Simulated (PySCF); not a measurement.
Löwdin shares of the frontier orbitals

Species: C6H10Cl2.
Z-matrix (Å and degrees, GFN2-xTB geometry), rows numbered from 1:
```
Cl
C   1  1.7810
Cl  2  1.7794  1  108.66
C   2  1.5154  1  110.74  3   122.01
C   4  1.5333  2  112.51  1   179.22
C   5  1.5239  4  102.88  2  -157.20
C   6  1.5288  5  103.22  4    42.47
C   7  1.5384  6  105.28  5   -33.36
H   2  1.0925  1  107.06  3  -115.21
H   4  1.0933  2  108.43  1   -59.93
H   5  1.0913  4  109.77  2   -40.15
H   5  1.0877  4  112.36  2    80.77
H   6  1.0906  5  109.78  4   -75.14
H   6  1.0883  5  112.52  4   164.00
H   7  1.0902  6  109.62  5    85.10
H   7  1.0884  6  112.01  5  -155.16
H   8  1.0897  4  110.43  2    16.73
H   8  1.0884  4  110.44  2  -101.96
```

Level of theory: PySCF, TDDFT PBE0/def2-SVPD, vertical, gas phase, core orbitals frozen in the response.

Frontier orbitals with the atoms that hold most of them (Löwdin shares over 4%, at most four atoms; ? is withheld):

| orbital | ε (eV) | atoms |
| --- | --- | --- |
| LUMO+2 | 0.66 | Cl3 34%, Cl1 28%, C2 25% |
| LUMO+1 | 0.55 | C7 12%, C6 9%, C8 8%, Cl1 7% |
| LUMO | 0.05 | Cl1 33%, Cl3 32%, C2 24% |
| HOMO | ? | ? |
| HOMO-1 | -8.57 | ? |
| HOMO-2 | -9.03 | Cl3 38%, Cl1 37%, C2 6%, C4 4% |
| HOMO-3 | -9.21 | Cl3 31%, Cl1 27%, C2 11%, C4 6% |

Question: Which atoms hold the HOMO-1, and with what shares?

Answer: Cl1 (bonded to C) 36%; Cl3 (bonded to C) 33%; C2 (bonded to C, 2 Cl and H) 12%; C4 (bonded to 3 C and H) 8%. By element: chlorine 69%, carbon 20% or more.

Question: Give the leading atoms of the HOMO.

Answer: Cl3 (bonded to C) 45%; Cl1 (bonded to C) 44%.

Question: What is the HOMO energy, and the HOMO–LUMO gap?

Answer: ε(HOMO) = -8.51 eV; the gap is 8.56 eV (0.3147 hartree).

Question: The HOMO–LUMO gap is 8.56 eV. Where does the response calculation put the lowest singlet, and from which orbitals?

Answer: S1 is at 7.02 eV (f = 0.0008), 1.55 eV below the gap, made of HOMO-1→LUMO (95%). Its leading pair isn't HOMO and LUMO; the energies of that pair differ by 8.62 eV. 

Question: Give energy, strength and leading configuration of S1, S2 and S3, and follow the Löwdin shares of the leading atoms from the occupied to the empty orbital.

Answer: 
- S1 (7.02 eV, f 0.0008), HOMO-1→LUMO (95%): Cl1 36% → 33%, Cl3 33% → 32%
- S2 (7.05 eV, f 0.020), HOMO→LUMO (93%): Cl3 45% → 32%, Cl1 44% → 33%
- S3 (7.43 eV, f 0.0026), HOMO-2→LUMO (71%): Cl3 38% → 32%, Cl1 37% → 33%

One conformer stands for the species.

Without π bonds the low states are Rydberg-like; a valence basis with one diffuse set may place them up to an eV too high.
